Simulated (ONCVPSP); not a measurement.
**Ranking ONCV potentials for V**

All share these settings but for the change named:

vanadium, optimised norm-conserving Vanderbilt (ONCV), made with ONCVPSP 4.0.1 (PBE, scalar-relativistic). Core [Ne], reference 3s2 3p6 3d3 4s2. Waves: 3s+4s: rc 1.75 bohr, ncon 4, nbas 7, qcut 6.4 1/bohr, 2 projectors; 3p: rc 1.65 bohr, ncon 4, nbas 7, qcut 6.7 1/bohr, 2 projectors, debl 3.2 Ha; 3d: rc 1.15 bohr, ncon 3, nbas 8, qcut 7.5 1/bohr, 2 projectors, debl 3.5 Ha; f scattering state at 0.09 Ha: rc 1.90 bohr, ncon 4, nbas 7, qcut 5.5 1/bohr, 2 projectors, debl 0.9 Ha. Local part: polynomial inside 1.00 bohr (lpopt 4, dvloc0 2 Ha). Core correction: none.

Cutoff: the first of the cutoffs (Ha) at which the residual kinetic energy of the hardest occupied pseudo-wave falls to 1 and 0.1 mHa per electron; the density cutoff is not measured.

Of 7 variants that were run, those that failed, showed a ghost or another fault, or gave nearly equal values are left out.

(1) Rank these variants from softest to hardest (loose cutoff).
A. d: qcut 9
B. d: qcut 10.8
C. d: qcut 7.9

Answers

(1) B (50 Ha), A (60 Ha), C (182 Ha).
